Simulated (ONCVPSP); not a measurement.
## Before and after: ONCV potential for Cd

cadmium (Cd), optimised norm-conserving Vanderbilt (ONCV), made with ONCVPSP 4.0.1 (PBE, scalar-relativistic). Core [Ar] 3d10, reference 4s2 4p6 4d10 5s2. Waves: 4s+5s: rc 1.20 bohr, ncon 3, nbas 6, qcut 9.6 1/bohr, 3 projectors, debl 3.8 Ha; 4p: rc 1.65 bohr, ncon 4, nbas 7, qcut 10.1 1/bohr, 3 projectors, debl 3.1 Ha; 4d: rc 1.60 bohr, ncon 4, nbas 9, qcut 9.5 1/bohr, 2 projectors, debl 3 Ha. Local part: polynomial inside 0.75 bohr (lpopt 3, dvloc0 0 Ha). Core correction: Teter function, fcfact 5.25, rcfact 1.2.

All-electron outer shells of the reference configuration (PBE, scalar-relativistic, ld1.x):

| shell | level (eV) | outermost node (bohr) | outermost maximum (bohr) |
| --- | --- | --- | --- |
| 3d | -393.64 | – | 0.27 |
| 4s | -105.92 | 0.43 | 0.79 |
| 4p | -66.97 | 0.43 | 0.84 |
| 4d | -11.73 | 0.42 | 0.98 |
| 5s | -5.66 | 1.07 | 2.35 |

Change: core correction Teter function fitted to the true core (icmod 2), fcfact 0.65.

Cutoffs: the cutoffs (Ha) at which the residual kinetic energy of the hardest occupied pseudo-wave falls to 1 and 0.1 mHa per electron; they do not see the model core or the augmentation charge, which bear on the density cutoff. Errors are all-electron minus pseudo energies relative to the spin-unpolarised reference configuration.

Q: How do hardness, ghosts and transferability respond?

A: The potential gets neither clearly harder nor softer (36 Ha and 41 Ha → 36 Ha and 41 Ha); both files keep a bound ghost (d); the errors of the 4 common tests hardly move. A model core, the more so a compact one, raises the density cutoff, which this test does not measure.

```tsv
quantity	base	changed
cutoff, loose	36 Ha	36 Ha
cutoff, tight	41 Ha	41 Ha
bound ghosts	d	d
GHOST(+) flags under 300 eV	none	none
largest miss of a reference level, eV	0.05	0.05
error for 4s2 4p6 4d10 5s1, meV [ΔE 9.27 eV]	-1.0	-1.1
error for 4s2 4p6 4d10 5s0, meV [ΔE 26.40 eV]	-2.8	-3.2
error for 4s2 4p6 4d9 5s0, meV [ΔE 64.41 eV]	+56	+55
error for 4s1 4p6 4d10 5s2, meV [ΔE 113.52 eV]	-162	-176
s: phases at 1.22 bohr within 0.05 rad from the reference energy up to (Ha; the scan ends near 5)	to the end of the scan	to the end of the scan
p: phases at 1.68 bohr within 0.05 rad from the reference energy up to (Ha; the scan ends near 5)	to the end of the scan	to the end of the scan
d: phases at 1.63 bohr within 0.05 rad from the reference energy up to (Ha; the scan ends near 5)	to the end of the scan	to the end of the scan
rms error of d²Exc/dni dnj with the model core, mHa	0.36	0.17
```

 A true bound ghost makes a file unfit for plane-wave use even where its test errors are small: the radial tests pick states by their node count and pass the ghost by.
